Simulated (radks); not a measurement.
Spherical jellium clusters: N electrons in a uniform positive sphere of charge N and radius rs N^(1/3), rs = 3.6 bohr. Method: non-relativistic Kohn-Sham, exchange-only LDA, spin-polarised, spherical densities; computed with a radial shooting solver with Libxc functionals. Levels are named by radial order and angular momentum (1s, 1p, 1d, 2s, ...), and open shells are averaged over m.

N = 17, configuration 1s2 1p6 1d(up 5, down 4). This is the lowest configuration that the search found. Occupied and some empty levels:

level    occupation  eigenvalue (eV)  <r> (bohr)
1s up             1          -4.9833       5.613
1s down           1          -4.8892       5.462
1p up             3          -3.8676       6.907
1p down           3          -3.7146       6.861
1d up             5          -2.5636       7.875
1d down           4          -2.3946       7.893
2s up             0          -2.1888       6.953
2s down           0          -2.1271       7.019
1f up             0          -1.1288       8.898
1f down           0         -0.96841       8.994
2p up             0         -0.76404       9.630
2p down           0         -0.69507       9.782

Energy (eV): total -15.9804, kinetic 34.676, external -996.35, Hartree 488.08, exchange-correlation -52.128, background 509.74.
